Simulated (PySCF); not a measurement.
Se(OH)(NH2) (H₃NOSe), SMILES N[Se]O. Atoms are numbered in the order given.

```xyz
6

Se     0.0789    -0.0027     0.3990
O      0.0000     1.4455    -0.7149
H      0.8829     1.5489    -1.0977
N     -0.3656    -1.4229    -0.6302
H      0.3064    -1.6627    -1.3485
H     -1.3119    -1.3980    -0.9903
```
Charge 0, spin multiplicity 1.

The structure is a stationary point at TPSSh-D3(BJ)/def2-TZVP. One conformer was computed; it need not be the lowest.

All values below come from TPSSh-D3(BJ)/def2-TZVP (PySCF).

Frequencies are harmonic and unscaled.

| mode | ν (cm⁻¹) | IR (km/mol) | moving atoms (share of kinetic energy) |
|---|---|---|---|
| 1 | 252 | 16.5 | O 40 %, N 28 %, H 17 %, Se 15 % |
| 2 | 415 | 85.7 | H 94 % |
| 3 | 476 | 45.4 | H 91 % |
| 4 | 533 | 220.7 | N 51 %, H 41 % |
| 5 | 619 | 43.5 | O 79 %, Se 16 % |
| 6 | 769 | 35.9 | N 45 %, H 41 %, Se 13 % |
| 7 | 1005 | 3.6 | H 91 %, N 8 % |
| 8 | 1072 | 44.6 | H 94 % |
| 9 | 1596 | 15.0 | H 92 %, N 8 % |
| 10 | 3493 | 5.5 | H 96 % |
| 11 | 3601 | 24.4 | H 91 %, N 9 % |
| 12 | 3756 | 52.1 | H 94 % |
